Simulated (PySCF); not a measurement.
Si(F)2(Et)(NH2) (C2H7F2NSi), SMILES CC[Si](N)(F)F.

Geometry optimised at B3LYP-D3(BJ)/def2-SVP. One conformer was computed; it need not be the lowest.

Level of theory: TDA-ωB97X/def2-SVPD run with PySCF.

Vertical excitations. 

Computed lowest excited states:
```json
[
 {"state": "S1", "energy (eV)": "7.53", "λ (nm)": "165", "f": "0.062", "main pairs": "HOMO→LUMO 79 %"},
 {"state": "S2", "energy (eV)": "8.88", "λ (nm)": "140", "f": "0.004", "main pairs": "HOMO→LUMO+4 44 %, HOMO→LUMO+3 17 %, HOMO→LUMO+7 16 %"},
 {"state": "S3", "energy (eV)": "8.94", "λ (nm)": "139", "f": "0.024", "main pairs": "HOMO−1→LUMO 80 %"},
 {"state": "S4", "energy (eV)": "9.26", "λ (nm)": "134", "f": "0.009", "main pairs": "HOMO→LUMO+3 49 %, HOMO→LUMO+5 16 %, HOMO→LUMO+4 16 %"},
 {"state": "S5", "energy (eV)": "9.67", "λ (nm)": "128", "f": "0.061", "main pairs": "HOMO−1→LUMO+1 48 %, HOMO−1→LUMO+3 15 %, HOMO−1→LUMO+5 11 %, HOMO→LUMO+1 8 %"},
 {"state": "S6", "energy (eV)": "9.84", "λ (nm)": "126", "f": "0.005", "main pairs": "HOMO−2→LUMO 28 %, HOMO→LUMO+2 23 %, HOMO−2→LUMO+1 10 %, HOMO→LUMO 7 %"},
 {"state": "S7", "energy (eV)": "9.89", "λ (nm)": "125", "f": "0.038", "main pairs": "HOMO−2→LUMO 28 %, HOMO→LUMO+2 26 %, HOMO−2→LUMO+1 9 %, HOMO→LUMO+5 6 %"},
 {"state": "S8", "energy (eV)": "10.06", "λ (nm)": "123", "f": "0.088", "main pairs": "HOMO→LUMO+1 51 %, HOMO−2→LUMO 11 %"},
 {"state": "S9", "energy (eV)": "10.09", "λ (nm)": "123", "f": "0.047", "main pairs": "HOMO−1→LUMO+3 35 %, HOMO−1→LUMO+2 18 %, HOMO−1→LUMO+4 13 %, HOMO−1→LUMO+1 12 %"},
 {"state": "S10", "energy (eV)": "10.37", "λ (nm)": "120", "f": "0.020", "main pairs": "HOMO−1→LUMO+2 55 %, HOMO−1→LUMO+4 11 %"},
 {"state": "T1", "energy (eV)": "7.21", "λ (nm)": "172", "f": "0", "main pairs": "HOMO→LUMO 73 %"},
 {"state": "T2", "energy (eV)": "8.65", "λ (nm)": "143", "f": "0", "main pairs": "HOMO→LUMO+4 38 %, HOMO→LUMO+7 14 %, HOMO→LUMO+1 11 %, HOMO→LUMO+3 11 %"},
 {"state": "T3", "energy (eV)": "8.73", "λ (nm)": "142", "f": "0", "main pairs": "HOMO−1→LUMO 74 %"},
 {"state": "T4", "energy (eV)": "9.05", "λ (nm)": "137", "f": "0", "main pairs": "HOMO→LUMO+5 23 %, HOMO→LUMO+4 20 %, HOMO→LUMO+3 12 %, HOMO→LUMO+2 12 %"}
]
```
Triplets are in the Tamm–Dancoff approximation.
